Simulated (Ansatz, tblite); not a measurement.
Cost and result up the ladder for SiMe(OiPr)3 (C₁₀H₂₄O₃Si) (38 atoms). The state is a singlet with charge 0. Geometry: PBE-D4/def2-SVP.

```xyz
38

Si    0.0915    0.3758   -0.3191
C     0.4518    1.8091   -1.4725
H    -0.3760    2.5476   -1.4652
H     0.5828    1.4567   -2.5163
H     1.3810    2.3366   -1.1739
O     1.3835   -0.6822   -0.2478
C     2.6657   -0.3771    0.3218
C     3.7254   -1.1016   -0.5010
C     2.6743   -0.7736    1.7970
H     2.8541    0.7229    0.2505
H     3.5557   -2.1973   -0.4597
H     4.7431   -0.8903   -0.1153
H     3.6787   -0.7864   -1.5623
H     1.8767   -0.2310    2.3402
H     2.4862   -1.8622    1.8981
H     3.6517   -0.5405    2.2669
O    -1.2469   -0.4859   -0.8260
C    -1.3499   -1.2329   -2.0469
C    -2.8053   -1.1799   -2.5009
C    -0.8423   -2.6577   -1.8239
H    -0.7174   -0.7506   -2.8338
H    -3.4592   -1.6413   -1.7319
H    -2.9453   -1.7277   -3.4546
H    -3.1318   -0.1307   -2.6459
H     0.2087   -2.6391   -1.4758
H    -1.4557   -3.1604   -1.0477
H    -0.9012   -3.2520   -2.7587
O    -0.2019    0.9079    1.2368
C    -1.2835    1.7556    1.6479
C    -0.7945    2.5906    2.8273
C    -2.5085    0.9034    1.9824
H    -1.5518    2.4496    0.8122
H    -0.5103    1.9267    3.6703
H    -1.5845    3.2849    3.1784
H     0.0966    3.1855    2.5425
H    -2.8086    0.3011    1.1028
H    -2.2692    0.2067    2.8126
H    -3.3634    1.5394    2.2915
```

Ansatz on 2 threads of AMD EPYC 7R13 on a shared host and a share (18 GiB) of an NVIDIA H100 80GB HBM3; xTB runs through tblite on one thread. Times are rough, summed over both states, and most runs start from the orbitals of an earlier one. PBE0-D4/def2-TZVP serves as the yardstick here, not as an exact answer. The other state is a doublet.

The xTB rows come from tblite. LC-ωPBE has ω = 0.4 bohr⁻¹. Single mean-field runs in def2-TZVP are fitted with def2-universal-jkfit. HOMO above LUMO, or a gap near zero within one spin, warns that the state may not be the lowest or that an electron is smeared out.

Raw xTB energies of ions are shifted by several eV.

| level | functions | vertical IE (eV) | difference from PBE0-D4/def2-TZVP (eV) | remarks |
| --- | --- | --- | --- | --- |
| PBE-D4/def2-TZVP (with forces) | 584 | 8.65 | -0.69 | gap within one spin near zero (+1 doublet) |
| GFN2-xTB | 85 | 12.85 | 3.51 | – |
| LC-ωPBE/def2-TZVP | 584 | 10.03 | 0.69 | – |
| PBE0-D4/def2-TZVP | 584 | 9.35 | 0.00 | – |
| GFN1-xTB | 109 | 13.82 | 4.48 | – |

Problem. Estimate how long each takes.

Solution. GFN2-xTB 0.076 s; GFN1-xTB 0.13 s; PBE-D4/def2-TZVP (with forces) 17 s; PBE0-D4/def2-TZVP 20 s; LC-ωPBE/def2-TZVP 21 s. On shared hardware such times vary by a factor of up to 3.
